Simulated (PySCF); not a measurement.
C₂H₄BFO₂, SMILES FB1COCO1.

The structure is a stationary point at PBE0-D3(BJ)/def2-SVP. The structure was generated by enumeration, and PubChem lists no compound with its InChIKey, so it may never have been made. The values are those of a single conformer.

Calculation: TDA-PBE/def2-SVPD (PySCF).

Vertical excitations. Gas-phase values at a fixed geometry.

```json
[
 {"state": "S1", "energy (eV)": "5.86", "λ (nm)": "211", "f": "0.020", "main pairs": "HOMO→LUMO 97 %"},
 {"state": "S2", "energy (eV)": "6.07", "λ (nm)": "204", "f": "0.017", "main pairs": "HOMO→LUMO+1 97 %"},
 {"state": "S3", "energy (eV)": "6.76", "λ (nm)": "183", "f": "0.005", "main pairs": "HOMO→LUMO+2 99 %"},
 {"state": "S4", "energy (eV)": "7.26", "λ (nm)": "171", "f": "0.003", "main pairs": "HOMO→LUMO+3 97 %"},
 {"state": "S5", "energy (eV)": "7.35", "λ (nm)": "169", "f": "0.011", "main pairs": "HOMO−1→LUMO 59 %, HOMO−1→LUMO+1 37 %"},
 {"state": "S6", "energy (eV)": "7.48", "λ (nm)": "166", "f": "0.004", "main pairs": "HOMO−1→LUMO+1 61 %, HOMO−1→LUMO 31 %"},
 {"state": "S7", "energy (eV)": "7.55", "λ (nm)": "164", "f": "0.042", "main pairs": "HOMO→LUMO+4 92 %"},
 {"state": "S8", "energy (eV)": "7.72", "λ (nm)": "161", "f": "0.007", "main pairs": "HOMO→LUMO+5 98 %"},
 {"state": "S9", "energy (eV)": "8.11", "λ (nm)": "153", "f": "0.013", "main pairs": "HOMO−1→LUMO+2 98 %"},
 {"state": "S10", "energy (eV)": "8.20", "λ (nm)": "151", "f": "0.007", "main pairs": "HOMO→LUMO+6 71 %, HOMO−2→LUMO+1 26 %"},
 {"state": "T1", "energy (eV)": "5.61", "λ (nm)": "221", "f": "0", "main pairs": "HOMO→LUMO 99 %"},
 {"state": "T2", "energy (eV)": "5.93", "λ (nm)": "209", "f": "0", "main pairs": "HOMO→LUMO+1 99 %"},
 {"state": "T3", "energy (eV)": "6.56", "λ (nm)": "189", "f": "0", "main pairs": "HOMO→LUMO+2 99 %"},
 {"state": "T4", "energy (eV)": "6.70", "λ (nm)": "185", "f": "0", "main pairs": "HOMO−1→LUMO 96 %"}
]
```
Triplets are in the Tamm–Dancoff approximation.
